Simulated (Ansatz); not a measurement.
Computed with Ansatz.

CH5BGeO2 (`[OH][GeH]1[BH]O[CH2]1`) at its PBE0-D4/def2-TZVP geometry, where that method's forces vanish. Total charge 0; spin multiplicity 1.

```csv
atom,x (Å),y (Å),z (Å)
O1,-0.4445,0.5155,2.1162
Ge2,0.4142,-0.1865,0.7161
B3,-0.6295,-1.3828,-0.6302
O4,-0.5782,-0.4248,-1.5790
C5,0.0688,0.7594,-1.0228
H6,0.1578,0.8905,2.7617
H7,1.9011,-0.3445,1.1113
H8,-1.1456,-2.4402,-0.8243
H9,0.9099,1.0378,-1.6595
H10,-0.6540,1.5755,-0.9894
```

**Question.** For each bond, give half the difference of the two atoms' forces along it (eV/Å; positive pushes the atoms apart) under PBE-D4, r2SCAN-D4, B3LYP-D4, ωB97M-V in def2-TZVPP. (Best estimate.)

**Answer.** The calculation gave: 
```
  bond  length (Å)  PBE-D4  r2SCAN-D4  B3LYP-D4  ωB97M-V
O1–Ge2       1.786    0.37       0.08      0.23     0.11
 O1–H6       0.959    0.37       0.03     -0.03    -0.06
Ge2–B3       2.082   -0.06       0.04      0.15     0.02
Ge2–C5       2.009    0.08       0.07      0.21    -0.02
Ge2–H7       1.547    0.00      -0.06     -0.10    -0.10
 B3–O4       1.349    0.40       0.16      0.04     0.08
 B3–H8       1.193   -0.05      -0.10     -0.24    -0.18
 O4–C5       1.460    0.34       0.35      0.34     0.26
 C5–H9       1.091    0.03      -0.09     -0.18    -0.11
C5–H10       1.091    0.05      -0.09     -0.17    -0.11
```

B3LYP here is the variant with VWN-RPA as its local correlation; programs differ in this.
